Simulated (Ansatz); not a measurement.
A series at Sn: from `C#[C][SnH3]`, ligands are replaced one by one, each step taking up HCl and setting free H₂; n counts the steps. Ansatz, PBE0-D4/def2-TZVP geometries.

CBS adds triple-zeta CCSD(T) − MP2 to the MP2 limit, frozen cores; atoms without spin–orbit coupling. Elements past krypton have def2 core potentials. Outer-core shells of Sn are correlated without core-valence functions. Spin–orbit coupling is left out.

| n | molecule | atomization energy, CCSD(T)/CBS (kJ/mol) |
| --- | --- | --- |
| 0 | `C#[C][SnH3]` | 2334.2 |
| 1 | `C#[C][SnH2][Cl]` | 2398.4 |
| 2 | `C#[C][SnH]([Cl])[Cl]` | 2459.7 |
| 3 | `C#[C][Sn]([Cl])([Cl])[Cl]` | ? |

Task: By hand: fit a straight line y = ȳ + b (n − n̄) to the 3 given rows and predict n = 3.

Result: n̄ = 1.000, ȳ = 2397.43; Σ(n − n̄)(y − ȳ) = 125.50, Σ(n − n̄)² = 2.000, so b = 62.75 kJ/mol a step. Prediction: 2397.43 + (62.75) × (2.000) = 2522.9 kJ/mol.

Task: By hand: compare with the computed value, 2513.4 kJ/mol, and give the steps along the whole series.

Result: The line misses by -9.5 kJ/mol (computed minus predicted). Steps: 64.2, 61.3, 53.7 kJ/mol.

The steps shrink at each stage, from 64.2 to 53.7 kJ/mol, so the series is curved and an end member is harder to predict than an inner one. The miss is 5.3 % of the series' range. The energies themselves are unsure by some kJ/mol a bond, though much of that is common to the series.
